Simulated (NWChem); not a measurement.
Species: C3H7F; SMILES FC(C)C

```xyz
11

C     -0.6358     0.1048     1.2680
C      0.0459    -0.3568     0.0000
C     -0.6358     0.1048    -1.2680
F      1.3442     0.1278     0.0000
H     -0.7020     1.2036     1.2893
H     -1.6538    -0.3065     1.3378
H     -0.0677    -0.2235     2.1504
H      0.1205    -1.4603     0.0000
H     -0.7020     1.2036    -1.2893
H     -1.6538    -0.3065    -1.3378
H     -0.0677    -0.2235    -2.1504
```
Atoms are numbered in this order, from 1.

Level: PBE0/def2-SVP (NWChem), optimised geometry, unscaled harmonic frequencies. 

| frequency (cm⁻¹) | IR intensity (km/mol) |
|---|---|
| 222 | 0.0 |
| 264 | 0.1 |
| 354 | 0.9 |
| 414 | 6.8 |
| 481 | 2.5 |
| 847 | 6.2 |
| 923 | 1.1 |
| 938 | 0.1 |
| 978 | 28.7 |
| 1172 | 11.8 |
| 1175 | 51.2 |
| 1196 | 30.0 |
| 1353 | 0.2 |
| 1374 | 6.4 |
| 1401 | 33.2 |
| 1408 | 39.2 |
| 1453 | 1.2 |
| 1457 | 0.5 |
| 1460 | 8.0 |
| 1484 | 4.7 |
| 3052 | 37.0 |
| 3062 | 11.4 |
| 3065 | 5.2 |
| 3161 | 0.5 |
| 3166 | 29.0 |
| 3170 | 8.5 |
| 3171 | 15.2 |

zero-point energy: 60.3 kcal/mol
thermal correction to the enthalpy at 298.15 K (with zero-point energy): 64.0 kcal/mol
heat capacity Cv: 17.1 cal/(mol K)
entropy at 298.15 K and 1 atm (symmetry number 1): 69.8 cal/(mol K)
dipole moment: 1.78 D

Rigid rotor and harmonic oscillator.
